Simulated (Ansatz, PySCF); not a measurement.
The PySCF input:
```python
from pyscf import gto, scf, dft

mol = gto.M(
    atom='''
F     1.904600   -0.277000   -1.236200
Si    1.115600   -0.064700    0.119500
F     1.778100    1.223300    0.758000
F     1.603800   -1.252800    1.044400
Si   -1.115600    0.064700   -0.119500
F    -1.603800    1.252800   -1.044400
F    -1.778100   -1.223300   -0.758000
F    -1.904600    0.277000    1.236200
''',
    basis='sto-3g',
    charge=0,
    spin=2,
    verbose=4,
)

mf = dft.UKS(mol)
mf.xc = 'blyp'
mf.grids.atom_grid = (99, 590)
mf.grids.prune = None
mf.kernel()
```

Problem. Convert this to an input for Ansatz (a quantum-chemistry and plane-wave program).

Solution. Several could match; the one computed here: 
Ansatz 0.2 input:
```yaml
crystal:
  periodic: [false, false, false]
  atoms:
    - {symbol: F, position_ang: [1.90460000, -0.27700000, -1.23620000]}
    - {symbol: Si, position_ang: [1.11560000, -0.06470000, 0.11950000]}
    - {symbol: F, position_ang: [1.77810000, 1.22330000, 0.75800000]}
    - {symbol: F, position_ang: [1.60380000, -1.25280000, 1.04440000]}
    - {symbol: Si, position_ang: [-1.11560000, 0.06470000, -0.11950000]}
    - {symbol: F, position_ang: [-1.60380000, 1.25280000, -1.04440000]}
    - {symbol: F, position_ang: [-1.77810000, -1.22330000, -0.75800000]}
    - {symbol: F, position_ang: [-1.90460000, 0.27700000, 1.23620000]}
basis:
  gaussian:
    orbitals: STO-3G
hamiltonian:
  xc: blyp
magnetization: {spin_polarized: true, initial_magnetization: 2}
accuracy: high
```

Both were run: PySCF gave -1162.234316 Eh and Ansatz -1162.234316 Eh, 0.001 mEh apart.
